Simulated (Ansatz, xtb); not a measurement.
Isomers of H5O2Si2+ in order of energy

3 gas-phase structures of H5O2Si2+, found in a search over its isomers (lower ones may exist). Each was relaxed with GFN2-xTB; where two conformers were screened, the lower at r2SCAN-D4/def2-SVP is listed:

A. `O[SiH+]O[SiH3]`, a singlet
B. `O1[SiH2][OH+][SiH2]1`, a singlet
C. `O[SiH2]O[SiH2+]`, a singlet

Estimate their order in r2SCAN-D4/def2-SVP energy at these geometries, lowest first.

Calculated order at r2SCAN-D4/def2-SVP: B (0.000), A (0.444), C (0.857) eV.

Energies above the lowest of each column, in eV; the last columns are at B3LYP-D3(BJ)/def2-SVP geometries:

```
structure  GFN2-xTB  HF/STO-3G  r2SCAN-D4/def2-SVP  B3LYP-D3(BJ)/def2-SVP  CCSD(T)/def2-SVP + ΔMP2/def2-TZVPP
        B     0.331      0.000               0.000                  0.000                               0.000
        A     0.030      1.815               0.444                  0.479                               0.520
        C     0.000      2.156               0.857                  0.823                               0.817
```

CCSD(T)/def2-SVP + ΔMP2/def2-TZVPP puts B lowest; GFN2-xTB picks C. Flexible structures stand in one conformer each, not always the lowest. A keeps a small imaginary mode. ΔMP2 is the change of the MP2 energy from the smaller to the larger basis.

Programs: Ansatz 0.2.0, xtb 6.7.1.
